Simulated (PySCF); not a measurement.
C4H11BO2, SMILES O(C(C)C)B(C)O, GFN2-xTB optimised geometry.

```
18

B      0.17    -1.19     0.00
C      1.78    -1.19     0.00
H      2.21    -0.26     0.36
H      2.16    -1.34    -1.01
H      2.18    -1.99     0.62
O     -0.52    -2.36    -0.01
H      0.01    -3.15     0.00
O     -0.61    -0.09     0.00
C     -0.19     1.25    -0.02
C     -1.33     2.10     0.54
C      0.15     1.67    -1.45
H      0.70     1.37     0.61
H     -2.21     1.99    -0.08
H     -1.04     3.15     0.57
H     -1.57     1.78     1.55
H      0.97     1.06    -1.84
H     -0.71     1.54    -2.09
H      0.46     2.72    -1.47
```

Density from PBE0/def2-SVP run with PySCF 2.14.0 at that geometry.

Minimum of the electron density along straight lines between bonded atoms, close to the bond critical point (lines longer than 1.1 times the sum of covalent radii, or with two minima, are not listed):

```tsv
bond	length / Å	ρ at the minimum / e bohr⁻³	∇²ρ there / e bohr⁻⁵	position (fraction from the first atom)
B1–C2	1.609	0.172	-0.17	0.32
C2–H3	1.086	0.272	-0.97	0.62
C2–H4	1.089	0.268	-0.94	0.62
C2–H5	1.088	0.270	-0.95	0.62
B1–O6	1.361	0.202	1.11	0.33
O6–H7	0.956	0.363	-2.41	0.81
B1–O8	1.346	0.207	1.15	0.33
O8–C9	1.412	0.252	-0.34	0.66
C9–C10	1.528	0.249	-0.59	0.51
C9–C11	1.529	0.248	-0.58	0.51
C9–H12	1.101	0.279	-1.03	0.63
C10–H13	1.087	0.277	-1.02	0.63
C10–H14	1.087	0.276	-1.01	0.62
C10–H15	1.087	0.277	-1.02	0.63
C11–H16	1.087	0.277	-1.01	0.62
C11–H17	1.087	0.277	-1.02	0.63
C11–H18	1.087	0.276	-1.01	0.62
```
